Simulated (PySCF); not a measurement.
These compounds are isomers of formula C$_{5}$H$_{8}$NPSi.

A. SMILES Cc1cpcnc1[SiH3]
B. SMILES C=C/C([SiH3])=P\CC#N
C. `[SiH3]Pc1cccnc1`
D. `c1(C)ccpc([SiH3])n1`

Spectrum 1. $^{1}$H NMR (400 MHz, computed): δ 7.37 (m, 1H), 5.39 (m, 1H), 5.26 (m, 1H), 4.50 (m, 3H), 2.91 (m, 2H). $^{13}$C{$^{1}$H} NMR (computed): δ 224.3 (C), 152.8 (CH), 121.4 (CH2), 121.3 (C), 17.5 (CH2).

Spectrum 2. $^{1}$H NMR (400 MHz, computed): δ 8.91 (m, 1H), 8.74 (d, 1H), 8.00 (m, 1H), 7.27 (m, 1H), 4.09 (m, 3H), 3.20 (m, 1H). $^{13}$C{$^{1}$H} NMR (computed): δ 158.5 (CH), 153.6 (CH), 145.7 (CH), 136.3 (C), 128.8 (CH).

Spectrum 3. $^{1}$H NMR (400 MHz, computed): δ 10.60 (m, 1H), 9.38 (m, 1H), 4.70 (s, 3H), 2.62 (s, 3H). $^{13}$C{$^{1}$H} NMR (computed): δ 185.9 (CH), 171.8 (CH), 164.8 (C), 143.9 (C), 27.4 (CH3).

Spectrum 4. $^{1}$H NMR (400 MHz, computed): δ 9.66 (m, 1H), 7.56 (m, 1H), 4.83 (m, 3H), 2.95 (s, 3H). $^{13}$C{$^{1}$H} NMR (computed): δ 212.2 (C), 173.8 (CH), 158.4 (C), 125.3 (CH), 30.5 (CH3).

Isolated molecule, averaged over atoms made equivalent by symmetry, fast rotation or ring inversion, a single conformation, non-relativistic Hamiltonian. PBE0/pcSseg-1 with gauge-including orbitals; GFN2-xTB geometry; PySCF 2.14.0 with density-fitted response routines.

δ = σ(ref) − σ, references computed at the same level: $^{1}$H (31.72 ppm), $^{13}$C (186.93 ppm) against TMS. Splittings of carbon signals by F and P are missing where no couplings were computed. Where no couplings were computed, multiplicities follow the n + 1 count of equivalent neighbours, and m marks all less simple cases (inequivalent or close neighbours, rings, F or P nearby). Shifts are as computed. Against solution values, carbons near 30 ppm lie about +3 ppm off and those near 130 ppm about +5 ppm. Of 1211 compounds with measured shifts, 218 miss one by over three times the rms of a fit or turn the order of signals round; such compounds aren't used in these exercises.

Q: Match each spectrum to its structure.

A: 1–B, 2–C, 3–A, 4–D.

- Spectrum 1 (B): 5 $^{13}$C signals; δC 152.8 is an alkene CH; δC 121.4 is a terminal =CH2 carbon.
- Spectrum 2 (C): 5 $^{13}$C signals; δC 158.5 is an aromatic CH next to a ring nitrogen; δC 153.6 is an aromatic CH next to a ring nitrogen.
- Spectrum 3 (A): 5 $^{13}$C signals; δC 185.9 is an aromatic CH next to a ring nitrogen; δC 27.4 is a methyl carbon on an aromatic ring.
- Spectrum 4 (D): 5 $^{13}$C signals; δC 30.5 is a methyl carbon on an aromatic ring; δH 9.66 is the hydrogen on an aromatic CH.
